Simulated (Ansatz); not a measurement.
`C[SiH2]C[SiH2]F`, relaxed with RKS PBE-D4/def2-SVP in Ansatz 0.2.0 from a rough embedded geometry. The force threshold is 0.03 eV/Å; the program also tests the step.

Total charge 0; spin multiplicity 1.

Start:

```xyz
14

C    -1.708   -0.293    0.966
Si   -0.702    0.950    0.069
C     1.120    0.563    0.100
Si    1.419   -0.842   -1.009
F     0.714   -2.137   -0.433
H    -2.797    0.024    1.029
H    -1.390   -0.474    2.006
H    -1.659   -1.270    0.446
H    -0.866    2.212    0.718
H    -1.149    1.124   -1.314
H     1.735    1.469   -0.233
H     1.434    0.323    1.139
H     0.973   -0.541   -2.378
H     2.876   -1.107   -1.107
```

Question: By how much does the energy fall, and how many steps does the optimiser take? (An estimate is asked.)

Answer: Computed: 37.25 kJ/mol, in 12 steps, 1 of them rejected.

Question: Which bonds change most? (Estimate.)

Answer: Ansatz gave: Si2–H9 from 1.429 to 1.508 Å; Si4–F5 from 1.583 to 1.652 Å; C3–Si4 from 1.814 to 1.872 Å; C1–Si2 from 1.834 to 1.886 Å.

Question: Give the relaxed structure. (Best estimate.)

Answer: Ansatz gave: 
```xyz
14

C    -1.711   -0.326    1.055
Si   -0.765    1.012    0.121
C     1.090    0.591    0.036
Si    1.509   -0.859   -1.073
F     0.440   -2.083   -0.776
H    -2.800   -0.121    1.058
H    -1.369   -0.384    2.109
H    -1.531   -1.310    0.578
H    -0.935    2.352    0.793
H    -1.289    1.140   -1.288
H     1.644    1.477   -0.348
H     1.463    0.398    1.065
H     1.369   -0.482   -2.520
H     2.885   -1.405   -0.810
```
